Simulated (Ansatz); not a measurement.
[TcOF4]- (TcOF₄⁻). The state is a singlet with charge -1. Geometry PBE0-D4/def2-SVPD.

```xyz
6

Tc   -0.094   -0.073    0.122
O    -0.991   -0.768    1.284
F     0.059    1.802    0.435
F    -1.205    0.493   -1.321
F     0.485   -1.380   -1.140
F     1.747   -0.073    0.619
```

In the def2 sets Tc takes a core potential; there is no spin–orbit coupling. At PBE-D4/def2-TZVPD, r2SCAN-D4/def2-TZVPD the highest occupied level of the charge -1 singlet lies above zero (up to 0.46 eV). By energy differences its removal costs 3.10 eV (vertical, to the charge 0 doublet, at PBE-D4/def2-TZVPD), and other spins of that charge weren't run; a positive level beside a positive removal energy at the same level points to self-interaction error. The restricted singlet is unstable towards broken spin symmetry in Hartree–Fock (as tested in another run); at BHLYP-D4/def2-TZVPD this wasn't settled. The order of the spin states hangs on the level: the triplet lies 0.06 eV below the singlet at r2SCAN-D4/def2-TZVPD, but 0.12 eV above it at PBE-D4/def2-TZVPD.

(1) Estimate the orbital energies around the gap (eV) in Ansatz with PBE-D4/def2-TZVPD, r2SCAN-D4/def2-TZVPD, r2SCANh-D4/def2-TZVPD, PBE0-D4/def2-SVPD, BHLYP-D4/def2-TZVPD.

## Answers

(1) 
```json
{"orbital": "HOMO−13", "PBE-D4/def2-TZVPD": "-6.76", "r2SCAN-D4/def2-TZVPD": "-7.18", "r2SCANh-D4/def2-TZVPD": "-7.92", "PBE0-D4/def2-SVPD": "-8.86", "BHLYP-D4/def2-TZVPD": "-10.59"}
{"orbital": "HOMO−12", "PBE-D4/def2-TZVPD": "-6.48", "r2SCAN-D4/def2-TZVPD": "-6.88", "r2SCANh-D4/def2-TZVPD": "-7.61", "PBE0-D4/def2-SVPD": "-8.56", "BHLYP-D4/def2-TZVPD": "-10.39"}
{"orbital": "HOMO−11", "PBE-D4/def2-TZVPD": "-5.76", "r2SCAN-D4/def2-TZVPD": "-6.24", "r2SCANh-D4/def2-TZVPD": "-7.12", "PBE0-D4/def2-SVPD": "-8.18", "BHLYP-D4/def2-TZVPD": "-10.32"}
{"orbital": "HOMO−10", "PBE-D4/def2-TZVPD": "-5.75", "r2SCAN-D4/def2-TZVPD": "-6.16", "r2SCANh-D4/def2-TZVPD": "-6.88", "PBE0-D4/def2-SVPD": "-7.80", "BHLYP-D4/def2-TZVPD": "-9.59"}
{"orbital": "HOMO−9", "PBE-D4/def2-TZVPD": "-4.73", "r2SCAN-D4/def2-TZVPD": "-5.13", "r2SCANh-D4/def2-TZVPD": "-5.83", "PBE0-D4/def2-SVPD": "-6.72", "BHLYP-D4/def2-TZVPD": "-8.55"}
{"orbital": "HOMO−8", "PBE-D4/def2-TZVPD": "-4.73", "r2SCAN-D4/def2-TZVPD": "-5.13", "r2SCANh-D4/def2-TZVPD": "-5.83", "PBE0-D4/def2-SVPD": "-6.72", "BHLYP-D4/def2-TZVPD": "-8.55"}
{"orbital": "HOMO−7", "PBE-D4/def2-TZVPD": "-4.54", "r2SCAN-D4/def2-TZVPD": "-4.97", "r2SCANh-D4/def2-TZVPD": "-5.70", "PBE0-D4/def2-SVPD": "-6.61", "BHLYP-D4/def2-TZVPD": "-8.45"}
{"orbital": "HOMO−6", "PBE-D4/def2-TZVPD": "-4.15", "r2SCAN-D4/def2-TZVPD": "-4.59", "r2SCANh-D4/def2-TZVPD": "-5.33", "PBE0-D4/def2-SVPD": "-6.25", "BHLYP-D4/def2-TZVPD": "-8.14"}
{"orbital": "HOMO−5", "PBE-D4/def2-TZVPD": "-4.15", "r2SCAN-D4/def2-TZVPD": "-4.59", "r2SCANh-D4/def2-TZVPD": "-5.33", "PBE0-D4/def2-SVPD": "-6.24", "BHLYP-D4/def2-TZVPD": "-8.14"}
{"orbital": "HOMO−4", "PBE-D4/def2-TZVPD": "-3.85", "r2SCAN-D4/def2-TZVPD": "-4.29", "r2SCANh-D4/def2-TZVPD": "-5.02", "PBE0-D4/def2-SVPD": "-5.92", "BHLYP-D4/def2-TZVPD": "-7.80"}
{"orbital": "HOMO−3", "PBE-D4/def2-TZVPD": "-3.71", "r2SCAN-D4/def2-TZVPD": "-4.16", "r2SCANh-D4/def2-TZVPD": "-4.92", "PBE0-D4/def2-SVPD": "-5.84", "BHLYP-D4/def2-TZVPD": "-7.64"}
{"orbital": "HOMO−2", "PBE-D4/def2-TZVPD": "-3.71", "r2SCAN-D4/def2-TZVPD": "-4.16", "r2SCANh-D4/def2-TZVPD": "-4.92", "PBE0-D4/def2-SVPD": "-5.84", "BHLYP-D4/def2-TZVPD": "-7.64"}
{"orbital": "HOMO−1", "PBE-D4/def2-TZVPD": "-3.07", "r2SCAN-D4/def2-TZVPD": "-3.55", "r2SCANh-D4/def2-TZVPD": "-4.35", "PBE0-D4/def2-SVPD": "-5.31", "BHLYP-D4/def2-TZVPD": "-7.35"}
{"orbital": "HOMO", "PBE-D4/def2-TZVPD": "0.46", "r2SCAN-D4/def2-TZVPD": "0.11", "r2SCANh-D4/def2-TZVPD": "-0.71", "PBE0-D4/def2-SVPD": "-1.82", "BHLYP-D4/def2-TZVPD": "-3.92"}
{"orbital": "LUMO", "PBE-D4/def2-TZVPD": "1.60", "r2SCAN-D4/def2-TZVPD": "1.61", "r2SCANh-D4/def2-TZVPD": "1.90", "PBE0-D4/def2-SVPD": "2.18", "BHLYP-D4/def2-TZVPD": "3.23"}
{"orbital": "LUMO+1", "PBE-D4/def2-TZVPD": "1.60", "r2SCAN-D4/def2-TZVPD": "1.61", "r2SCANh-D4/def2-TZVPD": "1.91", "PBE0-D4/def2-SVPD": "2.19", "BHLYP-D4/def2-TZVPD": "3.24"}
{"orbital": "LUMO+2", "PBE-D4/def2-TZVPD": "2.99", "r2SCAN-D4/def2-TZVPD": "3.09", "r2SCANh-D4/def2-TZVPD": "3.37", "PBE0-D4/def2-SVPD": "3.61", "BHLYP-D4/def2-TZVPD": "4.07"}
{"orbital": "LUMO+3", "PBE-D4/def2-TZVPD": "3.28", "r2SCAN-D4/def2-TZVPD": "3.48", "r2SCANh-D4/def2-TZVPD": "3.82", "PBE0-D4/def2-SVPD": "4.05", "BHLYP-D4/def2-TZVPD": "4.41"}
{"orbital": "LUMO+4", "PBE-D4/def2-TZVPD": "3.38", "r2SCAN-D4/def2-TZVPD": "3.94", "r2SCANh-D4/def2-TZVPD": "4.04", "PBE0-D4/def2-SVPD": "4.10", "BHLYP-D4/def2-TZVPD": "4.86"}
{"orbital": "LUMO+5", "PBE-D4/def2-TZVPD": "4.13", "r2SCAN-D4/def2-TZVPD": "4.65", "r2SCANh-D4/def2-TZVPD": "4.74", "PBE0-D4/def2-SVPD": "5.02", "BHLYP-D4/def2-TZVPD": "4.96"}
```
